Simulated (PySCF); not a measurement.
Isomers of C7H6O2, mass 122.037 u with the commonest isotopes. Level of theory: PBE0/pcSseg-1 in PySCF (dipole) on a GFN2-xTB geometry, gas phase. One conformer each, none proved a minimum here; rigid rotors.

**Question.** Order these by rotational constant C, smallest first.
A. `[CH:1]#[C:2][C:3]1=[CH:4][CH2:5][C@H:6]1[O:7][CH:8]=[O:9]` with C5–C6–O7–C8 -141°, C6–O7–C8–O9 1°
B. `[CH:1]#[C:2][c:3]1[c:4]([O:5][CH2:6][CH3:7])[c:8]1=[O:9]` with C3–C4–O5–C6 3°, C4–O5–C6–C7 75°
C. `CC#CC1=COC=CO1`
D. `[CH2:1]=[C:2]=[C:3]=[C:4]([CH:5]=[CH2:6])[C:7](=[O:8])[OH:9]` with C3–C4–C5–C6 179°, C3–C4–C7–O8 -178°, C4–C7–O9–H 180°
E. `[O:1]=[CH:2][c:3]1[cH:4][cH:5][cH:6][cH:7][c:8]1[OH:9]` with O1–C2–C3–C4 180°, C7–C8–O9–H 180°
F. `[CH3:1][C:2]#[C:3][c:4]1[cH:5][cH:6][c:7]([OH:8])[o:9]1` with C6–C7–O8–H 180°
G. 4-methyl-o-benzoquinone (`CC1=CC(=O)C(=O)C=C1`)

**Answer.** F (688.5 MHz), C (735.3 MHz), D (783.8 MHz), B (856.9 MHz), A (928.0 MHz), G (970.2 MHz), E (1029 MHz).

**Question.** Order these by radius of gyration √(Σ m r²/M), largest first.
A. `[CH:1]#[C:2][C:3]1=[CH:4][CH2:5][C@H:6]1[O:7][CH:8]=[O:9]` with C5–C6–O7–C8 -141°, C6–O7–C8–O9 1°
B. `[O:1]=[C:2]([OH:3])[c:4]1[cH:5][cH:6][cH:7][cH:8][cH:9]1` with O1–C2–O3–H 0°, O1–C2–C4–C5 0°
C. `CC1=CC(=O)C(=O)C=C1` (4-methyl-o-benzoquinone)
D. `[CH3:1][C:2]#[C:3][c:4]1[cH:5][cH:6][c:7]([OH:8])[o:9]1` with C6–C7–O8–H 180°
E. `CC#CC1=COC=CO1`
F. `[CH2:1]=[C:2]=[C:3]=[C:4]([CH:5]=[CH2:6])[C:7](=[O:8])[OH:9]` with C3–C4–C5–C6 179°, C3–C4–C7–O8 -178°, C4–C7–O9–H 180°
G. `[O:1]=[CH:2][c:3]1[cH:4][cH:5][cH:6][cH:7][c:8]1[OH:9]` with O1–C2–C3–C4 180°, C7–C8–O9–H 180°
H. `[CH:1]#[C:2][c:3]1[c:4]([O:5][CH2:6][CH3:7])[c:8]1=[O:9]` with C3–C4–O5–C6 3°, C4–O5–C6–C7 75°

**Answer.** D (2.455 Å), E (2.376 Å), F (2.299 Å), H (2.237 Å), A (2.160 Å), B (2.097 Å), C (2.069 Å), G (2.006 Å).

**Question.** Order these by dipole moment, smallest first.
A. `[O:1]=[CH:2][c:3]1[cH:4][cH:5][cH:6][cH:7][c:8]1[OH:9]` with O1–C2–C3–C4 180°, C7–C8–O9–H 180°
B. `CC#CC1=COC=CO1`
C. `[CH:1]#[C:2][c:3]1[c:4]([O:5][CH2:6][CH3:7])[c:8]1=[O:9]` with C3–C4–O5–C6 3°, C4–O5–C6–C7 75°
D. `[CH3:1][C:2]#[C:3][c:4]1[cH:5][cH:6][c:7]([OH:8])[o:9]1` with C6–C7–O8–H 180°
E. `[CH2:1]=[C:2]=[C:3]=[C:4]([CH:5]=[CH2:6])[C:7](=[O:8])[OH:9]` with C3–C4–C5–C6 179°, C3–C4–C7–O8 -178°, C4–C7–O9–H 180°
F. `[O:1]=[C:2]([OH:3])[c:4]1[cH:5][cH:6][cH:7][cH:8][cH:9]1` with O1–C2–O3–H 0°, O1–C2–C4–C5 0°

**Answer.** B (0.93 D), D (1.33 D), F (2.04 D), E (2.30 D), A (3.03 D), C (6.15 D).

```tsv
SMILES	point group	Ia (u·Å²)	Ib (u·Å²)	Ic (u·Å²)	κ	μa (D)	μb (D)	μc (D)
CC#CC1=COC=CO1	–	93.02	597.43	687.29	-0.95	0.93	0.07	0.01
C=C=C=C(C=C)C(=O)O	–	194.16	450.75	644.81	-0.63	2.30	0.03	0.03
C#Cc1c(OCC)c1=O	C1	267.80	364.32	589.78	0.03	5.11	3.38	0.62
C#CC1=CC[C@H]1OC=O	C1	225.06	368.81	544.61	-0.33	1.38	1.48	1.01
O=Cc1ccccc1O	Cs	155.04	335.94	490.98	-0.57	2.50	1.70	0.00
O=C(O)c1ccccc1	Cs	128.76	408.11	536.87	-0.80	1.37	1.51	0.00
CC1=CC(=O)C(=O)C=C1	Cs	161.90	362.11	520.90	-0.60	5.96	1.84	0.00
CC#Cc1ccc(O)o1	–	90.42	646.79	734.04	-0.96	1.10	0.75	0.01
```
